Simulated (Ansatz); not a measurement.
Cartesian coordinates in Å:
```
O 0.959 0.910 -1.015
W -0.268 -0.085 -0.013
O 0.481 0.466 1.570
F -0.771 -0.764 -1.679
Cl -1.949 -1.371 0.896
Cl 1.153 -1.931 0.120
Cl -1.765 1.655 -0.069
H 0.972 0.902 -1.978
H 1.189 0.216 2.167
```

Charge 0, multiplicity 1. W takes the def2 core potential.

Task: List the ωB97M-V/def2-TZVPP orbital energies in eV (the Gaussian-basis code of Ansatz). (Estimate.)

Result: Computed: Occupied: -2772.27, -2771.98, -2771.88, -677.92, -528.23, -527.80, -262.67, -262.39, -262.29, -200.11, -200.05, -200.02, -199.83, -199.76, -199.75, -199.73, -199.65, -199.64, -89.76, -52.68, -52.41, -52.30, -35.80, -32.11, -31.76, -26.01, -25.48, -25.29, -19.66, -18.63, -16.58, -16.42, -15.90, -15.16, -15.08, -14.65, -14.51, -13.92, -12.84, -12.78, -12.13, -11.73, -11.63, -11.59, -11.45, -10.84. Lowest empty: -2.29, -2.01, -1.57, 0.99, 1.71, 2.07, 3.43, 3.88.
